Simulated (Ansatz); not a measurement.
CH$_{4}$AlFO$_{2}$S, relaxed with RKS PBE-D4/def2-SVP in Ansatz from a rough embedded geometry. The force threshold is 0.03 eV/Å; the program also tests the step.

Charge 0, multiplicity 1. The bonds changed during the relaxation, so this is another structure than the one it started from.

Start:

```xyz
10

O    -0.408    1.160   -0.764
C    -0.628    0.083    0.213
F    -0.819   -1.143   -0.407
S    -2.087    0.495    1.105
O     0.450    0.018    1.134
Al    2.059   -0.514    0.314
H    -1.065    1.022   -1.453
H    -2.936    0.364    0.005
H     2.419   -2.082    0.157
H     3.016    0.596   -0.303
```

(1) By how much does the energy fall, and how many steps does the optimiser take? (Best estimate.)

(2) Which bonds change most? (Estimate.)

(3) Give the relaxed structure. (Estimate.)

## Answers

(1) Computed: 110.62 kJ/mol, in 19 steps.

(2) Ansatz gave: O1–Al6 from 3.170 to 2.005 Å; C2–O5 from 1.419 to 1.304 Å; O1–C2 from 1.470 to 1.546 Å; C2–S4 from 1.759 to 1.825 Å.

(3) Computed: 
```xyz
10

O     0.018    0.435   -0.833
C    -0.676   -0.195    0.396
F    -1.388   -1.242   -0.172
S    -1.819    0.991    1.183
O     0.314   -0.546    1.169
Al    1.730   -0.144    0.035
H    -0.325    0.003   -1.644
H    -2.743    0.952    0.182
H     2.306   -1.369   -0.812
H     2.583    1.116    0.496
```
